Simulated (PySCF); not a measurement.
A species of formula C2H8OSi has this rotational fingerprint, computed with PBE0-D3(BJ)/def2-SVP geometry optimisation, gas phase (PySCF):

| Item | Value |
| --- | --- |
| Rotational constants | A = 23156, B = 2503, C = 2391 MHz |
| Dipole components | \|μa\| = 0.96 D, \|μb\| = 1.24 D, \|μc\| = 0.00 D |
| Inertial defect | -12.39 u·Å² |
| κ | -0.99 |

Question: Which structure is it? (One computed conformer of each.)
A. `[CH3:1][O:2][SiH2:3][CH3:4]` with C1–O2–Si3–C4 180°
B. `[CH3:1][CH2:2][O:3][SiH3:4]` with C1–C2–O3–Si4 180°
C. Si(OEt)H3 (`[SiH3]OCC`)
D. `[CH3:1][SiH:2]([CH3:3])[OH:4]` with C1–Si2–O4–H 64° (dimethylsilanol)
E. `[CH3:1][O:2][CH2:3][SiH3:4]` with C1–O2–C3–Si4 179°
F. `[CH3:1][CH2:2][SiH2:3][OH:4]` with C1–C2–Si3–O4 177°, C2–Si3–O4–H 60°

Answer: E. It is COC[SiH3], a near-prolate asymmetric top, point group Cs. The candidates at the same level (rigid rotor, commonest isotopes):

```tsv
SMILES	A (MHz)	B (MHz)	C (MHz)	μa (D)	μb (D)	μc (D)	Δ (u·Å²)	point group	rotor
CC[SiH2]O	16813	2817	2576	0.90	1.18	1.11	-13.26	–	near-prolate asymmetric top
CO[SiH2]C	16992	3054	2763	0.12	0.30	0.00	-12.33	Cs	near-prolate asymmetric top
[H][Si]([H])([H])OCC	25091	2560	2463	0.48	0.93	0.02	-12.33	–	near-prolate asymmetric top
C[SiH](C)O	6018	5432	3352	1.12	0.08	0.18	-26.27	–	asymmetric top
CCO[SiH3]	25105	2560	2462	0.48	0.93	0.00	-12.31	Cs	near-prolate asymmetric top
COC[SiH3]	23156	2503	2391	0.96	1.24	0.00	-12.39	Cs	near-prolate asymmetric top
```

`CO[SiH2]C` has A 27 % too low; `CCO[SiH3]` has A 8 % too high; `CC[SiH2]O` has A 27 % too low; `C[SiH](C)O` has B 117 % too high; `[H][Si]([H])([H])OCC` has A 8 % too high. In the right answer the mirror of this Cs structure is the ab plane, so μc vanishes by symmetry (the 0.01 D computed is a residue). No structure here is proved a minimum.
